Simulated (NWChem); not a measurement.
Molecule: CH₃FGeO, singlet; SMILES [O](C)[Ge][F]

```xyz
7

Ge     0.3570    -0.6986     0.0387
F     -1.3339    -0.6730    -0.5521
O      0.5736     1.0656     0.3144
C     -0.3874     2.0882     0.0926
H     -0.5773     2.6306     1.0441
H      0.0142     2.8212    -0.6402
H     -1.3481     1.6838    -0.2905
```
Atoms are numbered in this order, from 1.

Program: NWChem. Low-valent species are run as closed-shell singlets; no triplet was tried in these runs. Coordinates come from a PBE-D3(BJ)/def2-SVP optimisation. B3LYP is NWChem's, with the RPA form of VWN correlation. Field at 589 nm.

What does the run give for B3LYP/aug-cc-pVDZ? Quantities: isotropic polarisability (bohr³); anisotropy (bohr³).


```yaml
isotropic polarisability (bohr³): 52.0
anisotropy (bohr³): 21.0
```
